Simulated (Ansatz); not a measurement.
Energy profile

The step: TiHCl₃O ([OH][Ti]([Cl])([Cl])[Cl]) → TiCl₂O ([O][Ti]([Cl])[Cl]) + HCl (still joined by a long Ti–Cl bond); bonds formed: Cl2–H4; bonds broken: O3–H4; bonds weakened to dative contacts: Ti1–Cl2 (atoms numbered as in the saddle structure below).

Ti1  (0.126, 0.390, 0.305)
Cl2  (-1.387, -1.041, -1.064)
O3  (1.263, -0.666, -0.167)
H4  (-0.058, -1.331, -0.951)
Cl5  (0.390, 2.392, -0.579)
Cl6  (-0.334, 0.255, 2.456)
(Å)

Electronic energies by CCSD(T) at an estimated basis limit (MP2 extrapolated from triple and quadruple zeta, plus CCSD(T) − MP2 in triple zeta), on PBE0-D4/def2-TZVP structures; TiHCl3O, singlet; no counterpoise correction. Computed with Ansatz 0.2.0 (basis: def2-TZVPP and def2-QZVPP); correlated methods freeze the cores. Extrapolation: Hartree–Fock as exp(−7.88 √X), correlation as X^−2.97.

Give the profile in eV, counted from the start structure. (An estimate is asked for; the value comes from the calculation.)

Computed:
```tsv
point	eV
start structure	0.000
saddle	1.656
end structure	1.525
separated: TiCl2O (linked as [O][Ti]([Cl])[Cl]; Ti1, O3, Cl5, Cl6; singlet) + HCl (Cl2, H4; singlet)	2.359
```

No T1 diagnostic of these runs exceeds 0.028. The T1 diagnostic is large here, which may signal multireference character or strong orbital relaxation, so CCSD(T) is less sure.

For scale, one of the runs: CCSD(T)/def2-TZVPP, 235 basis functions, launched by `ansatz run in.yaml --threads 8 --pin off --events-out ev --progress --plain --max-ram 19148MiB`. Hardware: 8 CPU threads of an Arm Neoverse V1, shared host. Wall time 2.2 min; peak host memory 4.2 GiB.
